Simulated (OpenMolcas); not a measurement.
**2s² 2p² along the 6-electron sequence**

| Property | Result |
| --- | --- |
| Program | OpenMolcas |
| Method | CASSCF |
| Basis | ANO-RCC-VTZP |
| Scalar Hamiltonian | DKH2, point nucleus |
| Spin-orbit coupling | RASSI with atomic mean-field integrals over the reference wave functions, term energies averaged over their components |

Active space for each ion: 4 electrons in 8 orbitals (2s 2p 3s 3p).

Computed levels in cm-1 above ³P₀:

```tsv
Level	C	N+	O2+	F3+	Ne4+
³P₁	15.0	45.5	109	223	402
³P₂	44.8	135	323	651	1158
¹D₂	12058	17611	22867	27976	32910
¹S₀	19045	29324	39697	49837	59483
weight of ³P in the lowest level (%)	100	100	100	100	100
```

Measured, with the error of the calculation in %. Measured levels: C, N+ from NIST Handbook of Basic Atomic Spectroscopic Data; O2+ from Moore, Selected Tables of Atomic Spectra, NSRDS-NBS 3, section 11; F3+ from Moore, Atomic Energy Levels, vol. I, NSRDS-NBS 35 (1971 reprint of NBS Circular 467, 1949); Ne4+ from NIST levels in Podobedova, Fuhr, Reader and Wiese, J. Phys. Chem. Ref. Data 33, 525 (2004).

| Level | C | N+ | O2+ | F3+ | Ne4+ |
| --- | --- | --- | --- | --- | --- |
| ³P₁ | 16.4 (-8.6) | 48.7 (-6.4) | 113 (-3.3) | 225 (-0.9) | 412 (-2.5) |
| ³P₂ | 43.4 (+3.1) | 131 (+3.4) |  | 613 (+6.2) | 1110 (+4.3) |
| ¹D₂ | 10193 (+18.3) | 15316 (+15.0) | 20273 (+12.8) | 25241 (+10.8) | 30292 (+8.6) |
| ¹S₀ | 21648 (-12.0) | 32689 (-10.3) | 43186 (-8.1) | 53544 (-6.9) | 63914 (-6.9) |

The fine-structure level ³P₂ changes by a factor of 25.8 from C to Ne4+. Its fourth root runs 2.59, 3.41, 4.24, 5.05, 5.83, with steps per unit of Z of 0.82, 0.83, 0.81, 0.78; equal steps would mean a (Z - σ)^4 law with constant σ.

¹D₂ changes by a factor of 2.73 over the same range, with steps per unit of Z of +5550, +5260, +5110, +4930 cm-1.

Without dynamic correlation excited terms often stand tens of per cent too high (terms of higher spin than the ground term too low), and those without a measured partner can miss by more than the paired ones (holds for C; N+). The run also gave levels led by 2s² 2p 3s, which use shells meant for correlation; these and all levels above them are left out (holds for C; N+). Active for correlation alone: 3p 3s; no level in the range computed is led by a configuration that fills them, so any true level of that kind is missing (holds for O2+; F3+; Ne4+). Computed and measured levels are paired by configuration, term and J; levels that our copy of the source lacks, or whose pairing is in doubt (as where it misses far off the trend of its configuration), stay unpaired and out of the deviations. Levels of configurations outside the active space are missing.
